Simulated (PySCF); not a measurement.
# Vibration and rotation of NaSe

UHF-CCSD(T) constants of NaSe, ²Π (doublet), unpaired electrons π ↑ (Na pcseg-1, Se pcseg-1; no relativity (PySCF 2.14); masses 22.9898 and 79.9165 u):

| Item | Value |
| --- | --- |
| ωe | 263.4 cm⁻¹ |
| ωexe | 0.915 cm⁻¹ |
| Be | 0.13429 cm⁻¹ |
| αe | 0.000790 cm⁻¹ |
| D (centrifugal) | 1.4e-07 cm⁻¹ |
| De to Na + Se | 2.03 eV |

Question: Give the vibrational terms G(v) and spacings up to v = 6.

Answer: G(v) = ωe(v+½) − ωexe(v+½)².

```csv
v,G(v) (cm⁻¹),G(v) − G(v−1),Bv (cm⁻¹)
0,131.5,,0.1339
1,393.0,261.6,0.1331
2,652.8,259.7,0.1323
3,910.7,257.9,0.1315
4,1166.8,256.1,0.1307
5,1421.0,254.2,0.1299
6,1673.4,252.4,0.1292
```

Question: How well does the Morse estimate ωe²/(4ωexe) reproduce De, and what is D0?

Answer: It gives 2.35 eV, 116 % of the computed De. D0 = De − G(0) = 2.03 − 0.02 = 2.01 eV.

Correlated steps freeze 10 core orbitals. Correlated levels converge slowly with the basis: in double zeta they bind strong bonds too weakly, by up to about 1 eV, and carry superposition errors of some tenths. Spin–orbit coupling is left out. The state is the lowest determinant that a PBE0 search found; another state may lie lower at other levels.
